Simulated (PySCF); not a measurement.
C₇H₈O, SMILES Cc1ccc(O)cc1.

Geometry: ωB97X-D3(BJ)/def2-SVP. One conformer was computed; it need not be the lowest.

Calculation: SMD-B3LYP/def2-SVP (PySCF).

Solvation free energies are E(SMD) − E(gas) at the gas-phase geometry, for 1 M in both phases. In vacuum the dipole moment is 1.26 D.

Computed solvation free energies in water, dichloromethane, n-hexane:
```csv
solvent,ΔG(solv) (kcal/mol),its non-electrostatic (CDS) part,dipole (D)
water,-4.2,3.8,1.83
dichloromethane,-8.0,-3.0,1.62
n-hexane,-5.6,-3.9,1.38
```
